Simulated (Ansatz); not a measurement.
In₂Se₃. Total charge 0; quintet. Geometry B3LYP-D4/def2-SVP; atoms count from 1.

Cartesian coordinates in Å:
```
In -1.6344 -1.7820 0.4550
In 1.0288 1.6516 1.5062
Se -1.2313 1.0074 -0.1701
Se 0.6857 0.1473 -2.2216
Se 1.1512 -1.0243 0.4306
```

In the def2 sets In takes a core potential; there is no spin–orbit coupling. At PBE0-D4/def2-TZVP a singlet of charge 0 lies 2.98 eV below the quintet, each at its own geometry. The structure comes from a short search, and lower isomers may exist.

**Question.** Estimate the Mulliken populations from the PBE0/def2-TZVP orbitals of Ansatz.

**Answer.** 
```json
{"atom": "In1", "charge (e)": "0.39", "spin (α − β)": "0.01"}
{"atom": "In2", "charge (e)": "0.39", "spin (α − β)": "0.01"}
{"atom": "Se3", "charge (e)": "-0.38", "spin (α − β)": "1.01"}
{"atom": "Se4", "charge (e)": "-0.02", "spin (α − β)": "1.95"}
{"atom": "Se5", "charge (e)": "-0.38", "spin (α − β)": "1.01"}
```
Mulliken values depend strongly on the basis.

**Question.** Where does the spin sit?

**Answer.** Summed by element: In 0.03, Se 3.97, of 4 unpaired in all. Largest on single atoms: Se4 1.95, Se3 1.01, Se5 1.01.

**Question.** And the Mayer bond orders between heavy atoms (over 0.3)?

**Answer.** In1–Se3 0.50 (2.89 Å); In1–Se5 0.50 (2.89 Å); In2–Se3 0.50 (2.89 Å); In2–Se5 0.50 (2.89 Å); Se3–Se4 0.57 (2.94 Å); Se3–Se5 0.36 (3.19 Å); Se4–Se5 0.57 (2.94 Å).
